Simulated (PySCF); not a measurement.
# MNa for M along the fifth-period p block

CCSD(T) with double-zeta basis sets in PySCF, for the lowest determinant that a PBE0 search found; no spin–orbit coupling. De refers to high-spin ground-configuration atoms.

| M | basis | reference, frozen orbitals | state (unpaired electrons) | Re (Å) | ωe (cm⁻¹) | De (eV) |
| --- | --- | --- | --- | --- | --- | --- |
| In | def2-SVP | RHF, 5 | singlet (closed shell) | 3.321 | 138 | 0.70 |
| Sn | def2-SVP | UHF, 5 | quartet (σ ↑, π ↑↑) | 2.950 | 186 | 1.15 |
| Sb | def2-SVP | ROHF, 5 | triplet (π ↑↑) | 3.000 | 189 | 0.83 |
| Te | def2-SVP | UHF, 5 | doublet (π ↑) | 2.851 | 228 | 1.86 |
| I | def2-SVP | RHF, 5 | singlet (closed shell) | 2.756 | 250 | 3.06 |

(1) By what factor does the harmonic wavenumber vary along the series?

The state changes along the series, so neighbouring rows are not always alike in their bonding.

Correlated steps freeze 5 core orbitals. UHF and ROHF references stand side by side, which adds small steps between rows. Correlated levels converge slowly with the basis: in double zeta they bind strong bonds too weakly, by up to about 1 eV, and carry superposition errors of some tenths. Spin–orbit coupling is left out, which matters for elements this heavy, above all for dissociation energies. Where the molecule has an RHF reference, its open-shell atoms are computed with UHF. States were picked by a PBE0 search and need not be the measured ground states.

Answers

(1) At CCSD(T) it runs from 138 cm⁻¹ (NaIn) to 250 cm⁻¹ (NaI), a factor of 1.81.
